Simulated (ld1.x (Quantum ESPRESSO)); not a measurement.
Transferability test, ultrasoft potential for carbon (C)

| Item | Value |
| --- | --- |
| Element | C (Z = 6) |
| Generator | ld1.x (Quantum ESPRESSO) 7.5 |
| Type | ultrasoft |
| Functional | LDA (PZ) |
| Relativity | scalar-relativistic |
| Frozen core | [He] |
| Valence charge | 4 |
| Reference configuration | 2s2 2p2 |
| Partial waves | 2s (bound): rcut 0.85, rcutus 1.05 bohr; 2s channel at -0.3 Ry: rcut 0.85, rcutus 1.05 bohr; 2p (bound): rcut 1.20, rcutus 1.45 bohr; 2p channel at 0.05 Ry: rcut 1.20, rcutus 1.45 bohr |
| Local potential | all-electron potential smoothed inside 1.15 bohr (lloc = -1) |
| Core correction | Bessel-smoothed model core inside 0.95 bohr |
| Augmentation charge | built from norm-conserving waves at rcut, not smoothed further |

Energies are relative to the spin-unpolarised reference configuration 2s2 2p2; without spin polarisation the order of configurations can differ from experiment. Spin-polarised rows fill each open shell by Hund’s rule, majority spin first. The frozen-core shift is the all-electron ΔE with the core orbitals held at their reference shape minus the fully relaxed ΔE.

```json
{"valence configuration": "2s2 2p0", "charge": "+2", "ΔE all-electron (eV)": "35.247", "error AE − PS (meV)": "+45", "frozen-core shift (meV)": "+4.0"}
{"valence configuration": "2s1 2p0", "charge": "+3", "ΔE all-electron (eV)": "83.217", "error AE − PS (meV)": "+149", "frozen-core shift (meV)": "+23"}
{"valence configuration": "2s0 2p4", "charge": "0", "ΔE all-electron (eV)": "16.517", "error AE − PS (meV)": "+31", "frozen-core shift (meV)": "+1.9"}
{"valence configuration": "2s2 2p2.3", "charge": "-0.3", "ΔE all-electron (eV)": "-1.199", "error AE − PS (meV)": "+0.1", "frozen-core shift (meV)": "0.0"}
{"valence configuration": "2s2 2p1.5", "charge": "+0.5", "ΔE all-electron (eV)": "4.029", "error AE − PS (meV)": "+0.4", "frozen-core shift (meV)": "0.0"}
{"valence configuration": "2s1 2p3", "charge": "0", "ΔE all-electron (eV)": "8.242", "error AE − PS (meV)": "+7.5", "frozen-core shift (meV)": "+0.5"}
{"valence configuration": "2s2 2p1 (spin-polarised)", "charge": "+1", "ΔE all-electron (eV)": "10.591", "error AE − PS (meV)": "+29", "frozen-core shift (meV)": "+1.0"}
```

Task: What are ΔE and the potential's error for 2s2 2p2 (spin-polarised)?

Result: ΔE = -1.128 eV all-electron; the error (AE − PS) is +58 meV.

Task: What are ΔE and the potential's error for 2s2 2p1?

Result: ΔE = 10.988 eV all-electron; the error (AE − PS) is +3.7 meV.
